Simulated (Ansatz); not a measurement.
Ansatz results at the PBE0-D4/def2-TZVP geometry: HOMO energy (B3LYP/def2-TZVPP) -7.14 eV; HOMO–LUMO gap (ωB97M-V/def2-TZVPP) 11.31 eV; HOMO–LUMO gap (PBE0/def2-TZVPP) 7.00 eV.

Each molecule was computed in one conformer, which needn't be the lowest.

Question: Which molecule gave them?
A. `OC=S`
B. `C[CH](Cl)[GeH3]`
C. `N[C](=O)[GeH2][Cl]`
D. `C1=[N][GeH2][CH2]1`

Answer: C. The others give `C[CH](Cl)[GeH3]`: -7.61, 12.13, 8.17; `OC=S`: -6.52, 9.54, 5.13; `C1=[N][GeH2][CH2]1`: -6.77, 11.05, 6.71.

B3LYP here is the variant with VWN-RPA as its local correlation; programs differ in this.
